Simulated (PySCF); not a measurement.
Simulation results for CH₆OSi₂, H₉NSi₃, AlFH, CH₅B₂Cl and others

Calculation on a computer-drawn molecule: the log of a Hartree-Fock and frozen-core CCSD(T) single point meant for a local Hartree-Fock minimum, with one planted fault or none, to be diagnosed. Offsets are logged minus clean, where the clean run is the same molecule without the fault. The reference is restricted for singlets and unrestricted otherwise, and also for a bond in bohr or an excited solution. Adding or removing an electron swaps singlet and doublet. The excited solution moves the top pair (singlet) or top alpha electron (doublet) to the lowest empty orbital. Highest occupied and lowest empty are orbital energies over both spins, largest force is the largest gradient component, triples share is (T) over the correlation energy, the T1 limit is 0.02 restricted and 0.045 unrestricted, electrons count all cores, a negative frequency is imaginary (commonest isotopes), and the dipole is about the centre of nuclear charge. Program: PySCF 2.14.0.

Common to all runs: meant charge 0; logged SCF converged yes; logged CC converged yes; logged SCF stable within its kind yes; possible faults no fault, one electron removed, one electron added, multiplicity raised by two, geometry at a saddle point, SCF held on an excited solution, minimal basis STO-3G, one bond length entered in bohr, all coordinates scaled.

(1) 
```xyz
10
formula=CH6OSi2 meant_multiplicity=1 meant_basis=cc-pV(D+d)Z logged_electrons=48 logged_basis_functions=104 logged_spin_squared=0 logged_highest_occupied=-8.7464 logged_lowest_empty=3.0416 logged_largest_force=0.012169 logged_T1_diagnostic=0.013266 logged_D1_diagnostic=0.042075 logged_triples_share=0.027773 logged_dipole_magnitude=2.6514 logged_energy_HF=-694.0946 logged_energy_CCSD(T)=-694.6777 planted_fault=all_coordinates_scaled,by_-1.6_% HF_energy_offset_from_clean_run=1.744 CCSD(T)_energy_offset_from_clean_run=3.72
O      0.1760    -1.8650     0.8818
Si     0.3405    -0.2909     0.6326
C     -0.4334     0.6439    -0.4999
Si    -0.1490     2.4290    -0.6718
H     -0.4115    -2.3585     0.3539
H      1.3036     0.1818     1.5901
H     -1.1354     0.1861    -1.1664
H      0.3593     2.7900    -1.9944
H      0.8350     2.8613     0.3203
H     -1.3667     3.2121    -0.4665
```

Units: logged_highest_occupied, logged_lowest_empty in eV; logged_largest_force in hartree/bohr; logged_dipole_magnitude in debye; logged_energy_HF, logged_energy_CCSD(T) in hartree; HF_energy_offset_from_clean_run, CCSD(T)_energy_offset_from_clean_run in kcal/mol.

Drawn bonds:
| atom | other atom | order |
| --- | --- | --- |
| 1 | 2 | 1 |
| 2 | 3 | 2 |
| 3 | 4 | 1 |
| 1 | 5 | 1 |
| 2 | 6 | 1 |
| 3 | 7 | 1 |
| 4 | 8 | 1 |
| 4 | 9 | 1 |
| 4 | 10 | 1 |

(2) 
```xyz
13
formula=H9NSi3 meant_multiplicity=1 meant_basis=cc-pV(D+d)Z logged_electrons=58 logged_basis_functions=128 logged_spin_squared=2.0122 logged_highest_occupied=-3.0573 logged_lowest_empty=-0.78688 logged_largest_force=0.086571 logged_T1_diagnostic=0.028016 logged_D1_diagnostic=0.17152 logged_triples_share=0.030091 logged_dipole_magnitude=1.9196 logged_energy_HF=-926.3217 logged_energy_CCSD(T)=-926.88567 planted_fault=multiplicity_raised_by_two HF_energy_offset_from_clean_run=136.1 CCSD(T)_energy_offset_from_clean_run=138.1
Si    -0.8175    -2.5671     1.7128
N      0.0370    -1.3859     2.6461
Si     0.4767     0.2730     2.3603
Si     0.2391     0.9300     0.0994
H     -0.9045    -2.0750     0.3214
H     -0.1026    -3.8643     1.7374
H     -2.1913    -2.8093     2.2153
H      0.2649    -1.6962     3.5778
H     -0.3326     1.2003     3.1943
H      1.8909     0.4807     2.7640
H     -1.1758     0.8873    -0.3415
H      1.0491     0.0786    -0.8044
H      0.7226     2.3298    -0.0073
```

Units: logged_highest_occupied, logged_lowest_empty in eV; logged_largest_force in hartree/bohr; logged_dipole_magnitude in debye; logged_energy_HF, logged_energy_CCSD(T) in hartree; HF_energy_offset_from_clean_run, CCSD(T)_energy_offset_from_clean_run in kcal/mol.

Drawn bonds:
| atom | other atom | order |
| --- | --- | --- |
| 1 | 2 | 1 |
| 2 | 3 | 1 |
| 3 | 4 | 1 |
| 1 | 5 | 1 |
| 1 | 6 | 1 |
| 1 | 7 | 1 |
| 2 | 8 | 1 |
| 3 | 9 | 1 |
| 3 | 10 | 1 |
| 4 | 11 | 1 |
| 4 | 12 | 1 |
| 4 | 13 | 1 |

(3) 
```xyz
3
formula=AlFH meant_multiplicity=2 meant_basis=cc-pV(D+d)Z logged_electrons=23 logged_basis_functions=15 logged_spin_squared=0.7591 logged_highest_occupied=-4.707 logged_lowest_empty=7.5632 logged_largest_force=0.026648 logged_T1_diagnostic=0.020967 logged_D1_diagnostic=0.056637 logged_triples_share=0.073328 logged_dipole_magnitude=2.099 logged_energy_HF=-337.58936 logged_energy_CCSD(T)=-337.64391 planted_fault=minimal_basis_STO-3G HF_energy_offset_from_clean_run=2754 CCSD(T)_energy_offset_from_clean_run=2878
F     -2.0485     0.3934     4.0666
Al    -2.2523     1.5818     2.9263
H     -3.2845     1.2500     1.7629
```

Units: logged_highest_occupied, logged_lowest_empty in eV; logged_largest_force in hartree/bohr; logged_dipole_magnitude in debye; logged_energy_HF, logged_energy_CCSD(T) in hartree; HF_energy_offset_from_clean_run, CCSD(T)_energy_offset_from_clean_run in kcal/mol.

Drawn bonds:
| atom | other atom | order |
| --- | --- | --- |
| 1 | 2 | 1 |
| 2 | 3 | 1 |

(4) 
```xyz
9
formula=CH5B2Cl meant_multiplicity=1 meant_basis=cc-pV(D+d)Z logged_electrons=38 logged_basis_functions=29 logged_spin_squared=0 logged_highest_occupied=-10.178 logged_lowest_empty=5.699 logged_largest_force=0.023226 logged_T1_diagnostic=0.010951 logged_D1_diagnostic=0.045125 logged_triples_share=0.01598 logged_dipole_magnitude=2.1438 logged_energy_HF=-543.67115 logged_energy_CCSD(T)=-543.84064 planted_fault=minimal_basis_STO-3G HF_energy_offset_from_clean_run=3774 CCSD(T)_energy_offset_from_clean_run=3989
B     -0.0397     0.3062    -0.0900
C      0.0673     1.8194    -0.5220
B      1.2686     2.0795    -1.4854
Cl     2.6256     3.1170    -1.0118
H     -0.1433    -0.0115     1.0621
H     -0.0387    -0.5561    -0.9268
H     -0.8288     1.9479    -1.1560
H      0.0196     2.5151     0.3148
H      1.3411     1.5862    -2.5705
```

Units: logged_highest_occupied, logged_lowest_empty in eV; logged_largest_force in hartree/bohr; logged_dipole_magnitude in debye; logged_energy_HF, logged_energy_CCSD(T) in hartree; HF_energy_offset_from_clean_run, CCSD(T)_energy_offset_from_clean_run in kcal/mol.

Drawn bonds:
| atom | other atom | order |
| --- | --- | --- |
| 1 | 2 | 1 |
| 2 | 3 | 1 |
| 3 | 4 | 1 |
| 1 | 5 | 1 |
| 1 | 6 | 1 |
| 2 | 7 | 1 |
| 2 | 8 | 1 |
| 3 | 9 | 1 |

(5) 
```xyz
8
formula=CH4BNO meant_multiplicity=1 meant_basis=cc-pVDZ logged_electrons=31 logged_basis_functions=76 logged_spin_squared=0.8145 logged_highest_occupied=2.512 logged_lowest_empty=9.3199 logged_largest_force=0.066769 logged_T1_diagnostic=0.023353 logged_D1_diagnostic=0.10539 logged_triples_share=0.030116 logged_dipole_magnitude=2.919 logged_energy_HF=-194.04888 logged_energy_CCSD(T)=-194.67981 planted_fault=one_electron_added HF_energy_offset_from_clean_run=74.72 CCSD(T)_energy_offset_from_clean_run=63.57
N      1.2116     1.6222     1.1852
B      0.6293     1.0815     0.0732
C     -0.0013     0.5793    -1.0681
O      0.1635    -0.6063    -1.7488
H      0.8511     1.4870     2.1077
H      2.0242     2.2030     1.1452
H     -0.7617     1.1926    -1.5383
H      0.8280    -1.1276    -1.3270
```

Units: logged_highest_occupied, logged_lowest_empty in eV; logged_largest_force in hartree/bohr; logged_dipole_magnitude in debye; logged_energy_HF, logged_energy_CCSD(T) in hartree; HF_energy_offset_from_clean_run, CCSD(T)_energy_offset_from_clean_run in kcal/mol.

Drawn bonds:
| atom | other atom | order |
| --- | --- | --- |
| 1 | 2 | 1 |
| 2 | 3 | 2 |
| 3 | 4 | 1 |
| 1 | 5 | 1 |
| 1 | 6 | 1 |
| 3 | 7 | 1 |
| 4 | 8 | 1 |

Notes: highest electron not bound in this basis.

(6) 
```xyz
7
formula=B2H4N meant_multiplicity=2 meant_basis=cc-pVDZ logged_electrons=21 logged_basis_functions=62 logged_spin_squared=0.7542 logged_highest_occupied=-9.3017 logged_lowest_empty=2.1842 logged_largest_force=0.025821 logged_T1_diagnostic=0.013913 logged_D1_diagnostic=0.047998 logged_triples_share=0.028396 logged_dipole_magnitude=1.4778 logged_energy_HF=-106.14335 logged_energy_CCSD(T)=-106.50519 planted_fault=all_coordinates_scaled,by_+3.3_% HF_energy_offset_from_clean_run=3.962 CCSD(T)_energy_offset_from_clean_run=1.183
B     -0.5847    -0.4729    -1.1466
N      0.6709    -1.1470    -1.4456
B      1.8520    -1.2115    -0.5745
H     -1.5564    -0.4454    -1.9152
H      0.7394    -1.6288    -2.3621
H      2.8569    -1.8250    -0.9632
H      1.8231    -0.6542     0.5283
```

Units: logged_highest_occupied, logged_lowest_empty in eV; logged_largest_force in hartree/bohr; logged_dipole_magnitude in debye; logged_energy_HF, logged_energy_CCSD(T) in hartree; HF_energy_offset_from_clean_run, CCSD(T)_energy_offset_from_clean_run in kcal/mol.

Drawn bonds:
| atom | other atom | order |
| --- | --- | --- |
| 1 | 2 | 1 |
| 2 | 3 | 1 |
| 1 | 4 | 1 |
| 2 | 5 | 1 |
| 3 | 6 | 1 |
| 3 | 7 | 1 |

(7) 
```xyz
7
formula=H4NOSi meant_multiplicity=2 meant_basis=cc-pV(D+d)Z logged_electrons=33 logged_basis_functions=71 logged_spin_squared=0.7537 logged_highest_occupied=-8.1954 logged_lowest_empty=2.6606 logged_largest_force=0.027909 logged_T1_diagnostic=0.013514 logged_D1_diagnostic=0.054256 logged_triples_share=0.021555 logged_dipole_magnitude=2.1672 logged_energy_HF=-420.60642 logged_energy_CCSD(T)=-421.0819 planted_fault=all_coordinates_scaled,by_-2.6_% HF_energy_offset_from_clean_run=3.125 CCSD(T)_energy_offset_from_clean_run=5.908
N      0.3085     2.1402    -0.7490
Si    -1.1605     1.4192    -0.3750
O     -1.1454    -0.1116    -0.8741
H      1.1287     1.8142    -0.3284
H      0.3401     3.1140    -0.8307
H     -2.1633     2.2140    -1.0572
H     -0.7997    -0.2797    -1.7132
```

Units: logged_highest_occupied, logged_lowest_empty in eV; logged_largest_force in hartree/bohr; logged_dipole_magnitude in debye; logged_energy_HF, logged_energy_CCSD(T) in hartree; HF_energy_offset_from_clean_run, CCSD(T)_energy_offset_from_clean_run in kcal/mol.

Drawn bonds:
| atom | other atom | order |
| --- | --- | --- |
| 1 | 2 | 1 |
| 2 | 3 | 1 |
| 1 | 4 | 1 |
| 1 | 5 | 1 |
| 2 | 6 | 1 |
| 3 | 7 | 1 |

(8) 
```xyz
9
formula=CH5AlBO meant_multiplicity=2 meant_basis=cc-pV(D+d)Z logged_electrons=36 logged_basis_functions=90 logged_spin_squared=0 logged_highest_occupied=-15.253 logged_lowest_empty=-5.8532 logged_largest_force=0.053501 logged_T1_diagnostic=0.019063 logged_D1_diagnostic=0.061564 logged_triples_share=0.029198 logged_dipole_magnitude=4.9743 logged_energy_HF=-382.00649 logged_energy_CCSD(T)=-382.52494 planted_fault=one_electron_removed HF_energy_offset_from_clean_run=151.6 CCSD(T)_energy_offset_from_clean_run=152.7
C     -1.5552    -0.7287     1.4169
Al    -0.7999     1.1055     1.4588
B     -0.5920     2.3013    -0.3616
O     -1.2780     3.4131    -0.7233
H     -1.4900    -1.2566     2.3721
H     -2.6133    -0.6975     1.1246
H     -1.0406    -1.3359     0.6608
H      0.2934     2.0064    -1.1336
H     -1.9606     3.6735    -0.1262
```

Units: logged_highest_occupied, logged_lowest_empty in eV; logged_largest_force in hartree/bohr; logged_dipole_magnitude in debye; logged_energy_HF, logged_energy_CCSD(T) in hartree; HF_energy_offset_from_clean_run, CCSD(T)_energy_offset_from_clean_run in kcal/mol.

Drawn bonds:
| atom | other atom | order |
| --- | --- | --- |
| 1 | 2 | 1 |
| 2 | 3 | 1 |
| 3 | 4 | 1 |
| 1 | 5 | 1 |
| 1 | 6 | 1 |
| 1 | 7 | 1 |
| 3 | 8 | 1 |
| 4 | 9 | 1 |
